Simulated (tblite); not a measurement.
C6H10F2Si.
Geometry (GFN2-xTB, Å), atoms numbered from 1 in this order:
```
atom  x, y, z in Å
C1    -0.734   -2.057    1.394
C2    -0.700   -1.101    0.675
C3    -0.645    0.055   -0.195
C4    -1.889    0.088   -1.087
Si5    0.963   -0.021   -1.274
C6     2.502   -0.166   -0.187
C7    -0.655    1.300    0.682
F8    -0.519    2.425   -0.069
F9     0.383    1.319    1.555
H10   -0.772   -2.898    2.020
H11   -1.870    0.969   -1.725
H12   -2.799    0.112   -0.486
H13   -1.917   -0.797   -1.716
H14    0.787   -1.219   -2.105
H15    0.969    1.186   -2.105
H16    2.659    0.729    0.409
H17    3.385   -0.317   -0.800
H18    2.422   -1.006    0.499
H19   -1.580    1.410    1.273
```

Method: GFN2-xTB as coded in tblite; computed harmonic values from a numerical Hessian at the method's own geometry, unscaled. Against measured fundamentals such values can be off by several per cent, at times by over 20. Modes of hydrogen on silicon can be 10 to 20 % off. One conformer, not necessarily the lowest.

Harmonic wavenumbers (cm⁻¹): 27.1, 74.9, 102.3, 120.7, 139.3, 153.3, 190.0, 209.6, 226.3, 264.8, 375.0, 382.3, 424.3, 463.7, 497.0, 562.0, 569.0, 611.5, 659.2, 671.6, 694.6, 763.0, 779.8, 827.5, 847.3, 938.7, 948.7, 1016.9, 1067.6, 1117.4, 1157.4, 1191.5, 1272.8, 1288.6, 1368.4, 1412.9, 1467.9, 1473.1, 1493.5, 1499.3, 2229.8, 2264.1, 2282.2, 2860.3, 3001.9, 3033.1, 3036.1, 3043.9, 3045.1, 3048.4, 3397.7.

A = 1339, B = 1295, C = 1095 MHz; mass 148.052 u (most abundant isotopes); point group C1, symmetry number 1.

Task: What is the zero-point energy?

Result: ½Σν̃ = 30297 cm⁻¹ = 362.43 kJ/mol.

Task: What is S at 273.15 K and 1 bar for an ideal gas of classical rigid rotors and harmonic oscillators?

Result: Translation 169.36, rotation 122.40, vibration 146.50: S = 438.3 J/(mol K).

Task: And Cp and H(273.15 K) − H(0)?

Result: Cp = 179.02 J/(mol K), of which vibrations give 145.76 (their classical limit is 51 R = 424.0); H(273.15 K) − H(0) = 29.98 kJ/mol without the zero-point energy, 20.90 from vibrations.

Task: Which modes carry the vibrational entropy at 273.15 K?

Result: 27.1 cm⁻¹: 24.51; 74.9 cm⁻¹: 16.10; 102.3 cm⁻¹: 13.56; 120.7 cm⁻¹: 12.22; 139.3 cm⁻¹: 11.07; 153.3 cm⁻¹: 10.31 J/(mol K); the other 45 give 58.73 together.

Task: Blend soft modes into free rotors: weight 1/[1 + (100 cm⁻¹/ν̃)⁴] for the oscillator and the rest for a rotor with moment μB/(μ + B), μ = h/(8π²ν), B = 10⁻⁴⁴ kg m². What vibrational entropy results?

Result: 134.97 J/(mol K) in place of 146.50, which changes −T·S at 273.15 K by +3.15 kJ/mol.

Hindered rotation and anharmonicity are outside this model. Other conformers, if any are populated, would add a mixing term that is left out. The structure is chiral; the term R ln 2 for an equal mix with its mirror image is left out.
